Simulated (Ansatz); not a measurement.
Diatomic CdP, multiplicity 4 (lowest of 2S+1 = 2, 4 at CCSD(T)/def2-TZVPP on PBE0 minima; our sources give no spin for the ground state, which may be another). No spin–orbit coupling.

Constants: fifth-degree fit in 1/R to seven points, most abundant isotopes. In def2 and cc sets the state is the lowest found near the PBE0 minimum, followed along R.

The values were computed with Ansatz (Gaussian orbitals). Values without a source in brackets are computed. In def2 rows elements past Kr take small-core potentials, without spin–orbit coupling.

```json
[
 {"level": "SVWN5/def2-TZVPP", "r_e (Å)": "2.589", "ω_e (cm⁻¹)": "196", "B_e (cm⁻¹)": "0.103", "α_e (cm⁻¹)": "0.0010", "dipole (D)": "0.55"},
 {"level": "PBE/def2-TZVPP", "r_e (Å)": "2.693", "ω_e (cm⁻¹)": "163", "B_e (cm⁻¹)": "0.0955", "α_e (cm⁻¹)": "0.0012", "dipole (D)": "0.76"},
 {"level": "r2SCAN/def2-TZVPP", "r_e (Å)": "2.628", "ω_e (cm⁻¹)": "186", "B_e (cm⁻¹)": "0.100", "α_e (cm⁻¹)": "0.0011", "dipole (D)": "0.94"},
 {"level": "B97M-V/def2-TZVPP", "r_e (Å)": "2.723", "ω_e (cm⁻¹)": "152", "B_e (cm⁻¹)": "0.0934", "α_e (cm⁻¹)": "0.0014", "dipole (D)": "1.00"},
 {"level": "B3LYP/def2-TZVPP", "r_e (Å)": "2.761", "ω_e (cm⁻¹)": "137", "B_e (cm⁻¹)": "0.0908", "α_e (cm⁻¹)": "0.0016", "dipole (D)": "0.80"},
 {"level": "PBE0/def2-TZVPP", "r_e (Å)": "2.657", "ω_e (cm⁻¹)": "174", "B_e (cm⁻¹)": "0.0980", "α_e (cm⁻¹)": "0.0013", "dipole (D)": "0.96"},
 {"level": "BHLYP/def2-TZVPP", "r_e (Å)": "2.724", "ω_e (cm⁻¹)": "143", "B_e (cm⁻¹)": "0.0933", "α_e (cm⁻¹)": "0.0018", "dipole (D)": "0.97"},
 {"level": "CAM-B3LYP/def2-TZVPP", "r_e (Å)": "2.684", "ω_e (cm⁻¹)": "154", "B_e (cm⁻¹)": "0.0961", "α_e (cm⁻¹)": "0.0017", "dipole (D)": "0.86"},
 {"level": "wB97X-V/def2-TZVPP", "r_e (Å)": "2.623", "ω_e (cm⁻¹)": "185", "B_e (cm⁻¹)": "0.101", "α_e (cm⁻¹)": "0.0014", "dipole (D)": "1.15"},
 {"level": "wB97M-V/def2-TZVPP", "r_e (Å)": "2.650", "ω_e (cm⁻¹)": "168", "B_e (cm⁻¹)": "0.0985", "α_e (cm⁻¹)": "0.0016", "dipole (D)": "0.81"},
 {"level": "B2PLYP/def2-TZVPP", "r_e (Å)": "2.753", "ω_e (cm⁻¹)": "127", "B_e (cm⁻¹)": "0.0913", "α_e (cm⁻¹)": "0.0021", "dipole (D)": "-"},
 {"level": "CCSD/def2-QZVPP", "r_e (Å)": "2.738", "ω_e (cm⁻¹)": "112", "B_e (cm⁻¹)": "0.0923", "α_e (cm⁻¹)": "0.0035", "dipole (D)": "-"},
 {"level": "CCSD(T)/def2-QZVPP", "r_e (Å)": "2.721", "ω_e (cm⁻¹)": "127", "B_e (cm⁻¹)": "0.0935", "α_e (cm⁻¹)": "0.0026", "dipole (D)": "-"},
 {"level": "CCSD(T)/CBS(def2-TZVPP, def2-QZVPP)", "r_e (Å)": "2.693", "ω_e (cm⁻¹)": "140", "B_e (cm⁻¹)": "0.0955", "α_e (cm⁻¹)": "0.0023", "dipole (D)": "-"}
]
```

Correlated levels freeze the inner cores; with def2 sets outer-core shells near the valence are correlated too. CBS: X⁻³ extrapolation of the correlation energy, Hartree–Fock from the larger set.

Ansatz is a first-principles code.
